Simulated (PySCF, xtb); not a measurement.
SnI4, SMILES [I][Sn]([I])([I])[I].

Harmonic wavenumbers (cm⁻¹) from GFN2-xTB in xtb at its own minimum, in rising order: 41, 41, 55, 55, 55, 129, 209, 209, 209.

Question: What does PBE0-D3(BJ)/def2-SVP (PySCF) give at its own minimum? (The exact figures need the calculation; the answer reports its results.)

Answer: 43, 43, 63, 63, 63, 153, 225, 225, 225. Paired by order, the mean absolute difference is 11 cm⁻¹ and the zero-point energies are 1.4 and 1.6 kcal/mol.
